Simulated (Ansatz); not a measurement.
Reactions of Cl₂HInSe, SMILES `[Cl][In]([Cl])[SeH]`.

Calculated with Ansatz (gas phase, PBE0-D4/def2-TZVP geometries, no zero-point term in ΔE). CCSD(T)/CBS adds triple-zeta CCSD(T) − MP2 to the extrapolated MP2 energy (def2 sets, frozen cores). This one scheme is used for every species. DFT in def2-TZVPP. Elements past krypton have def2 core potentials. For In, Se outer-core shells are correlated without core-valence functions, which leaves a few kJ/mol of doubt a bond. Scalar relativity is left out up to krypton. Each species was taken in one conformer, which may not be the lowest.

```tsv
reaction	CCSD(T)/CBS(def2) (kJ/mol)
`[Cl][In]([Cl])[SeH]` + `[SiH3][SeH]` → `[SeH][SiH2][SeH]` + `[Cl][InH][Cl]`	41
`[Cl][In]([Cl])[SeH]` + H₂Se → `[SeH][SeH]` + `[Cl][InH][Cl]`	111
`[Cl][In]([Cl])[SeH]` + `C=C` → `C=[CH][In]([Cl])[Cl]` + H₂Se	?
`[Cl][In]([Cl])[SeH]` + HCl → `[Cl][In]([Cl])[Cl]` + H₂Se	10
`[Cl][In]([Cl])[SeH]` + H₂O → `[OH][In]([Cl])[Cl]` + H₂Se	93
`[Cl][In]([Cl])[SeH]` + `C#CF` → `FC#C[SeH]` + `[Cl][InH][Cl]`	157
`[Cl][In]([Cl])[SeH]` + `O=CC[SiH3]` → `O=CC([SiH3])[SeH]` + `[Cl][InH][Cl]`	149
`[Cl][In]([Cl])[SeH]` + `CC[SiH3]` → `CC[SiH2][SeH]` + `[Cl][InH][Cl]`	?
`[Cl][In]([Cl])[SeH]` + `O[SiH](O)O` → `O[Si](O)(O)[SeH]` + `[Cl][InH][Cl]`	?
```

Problem. Fill in the missing values. (An estimate is asked.)

Solution. Ansatz gave: `[Cl][In]([Cl])[SeH]` + `C=C` → `C=[CH][In]([Cl])[Cl]` + H₂Se: +114.0 kJ/mol; `[Cl][In]([Cl])[SeH]` + `CC[SiH3]` → `CC[SiH2][SeH]` + `[Cl][InH][Cl]`: +40.4 kJ/mol; `[Cl][In]([Cl])[SeH]` + `O[SiH](O)O` → `O[Si](O)(O)[SeH]` + `[Cl][InH][Cl]`: +44.6 kJ/mol.

Largest T1 diagnostic: 0.014, for `[OH][In]([Cl])[Cl]`.
